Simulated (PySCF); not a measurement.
# Stretching CdF

Set-up: PySCF, scalar-relativistic core potentials, basis sets Cd def2-SVP with ECP28, F def2-SVP. Energies in eV from Cd + F in their ground configurations at the same level. State: ²Σ⁺ (doublet), unpaired electrons σ ↑.

| R (Å) | UHF-SCS-MP2 | r²SCAN | BHandHLYP |
| --- | --- | --- | --- |
| 1.715 | -1.066 | -1.528 | -0.924 |
| 1.795 | -1.686 | -2.120 | -1.530 |
| 1.874 | -2.011 | -2.431 | -1.845 |
| 1.934 | -2.116 | -2.534 | -1.946 |
| 1.994 | -2.133 | -2.557 | -1.963 |
| 2.054 | -2.085 | -2.521 | -1.919 |
| 2.134 | -1.947 | -2.410 | -1.794 |
| 2.233 | -1.700 | -2.212 | -1.577 |
| 2.353 | -1.349 | -1.939 | -1.287 |
| 2.512 | -0.862 | -1.582 | -0.935 |

Put a parabola through the three lowest points of the UHF-SCS-MP2 curve and estimate Re, k and ωe (reduced mass 16.28 u; 1 eV/Å² = 0.16022 mdyn/Å; ωe = 1302.8·√(k/μ) cm⁻¹).

Through R = 1.934, 1.994, 2.054 Å the second-order coefficient is 9.03 eV/Å², so Re ≈ 1.980 Å, k ≈ 2.89 mdyn/Å and ωe ≈ 549 cm⁻¹. A polynomial fit of higher order to the unrounded UHF-SCS-MP2 energies gives Re = 1.978 Å, k = 3.17 mdyn/Å, ωe = 575 cm⁻¹; anharmonicity and rounding make the difference.

The higher-order fit for each curve: UHF-SCS-MP2: Re = 1.978 Å, ωe = 575 cm⁻¹, De = 2.14 eV; r²SCAN: Re = 1.984 Å, ωe = 536 cm⁻¹, De = 2.56 eV; BHandHLYP: Re = 1.978 Å, ωe = 558 cm⁻¹, De = 1.97 eV.

Correlated steps freeze 1 core orbital. Correlated levels converge slowly with the basis: in double zeta they bind strong bonds too weakly, by up to about 1 eV, and carry superposition errors of some tenths. Spin–orbit coupling is left out. The state is the lowest determinant that a PBE0 search found; another state may lie lower at other levels.
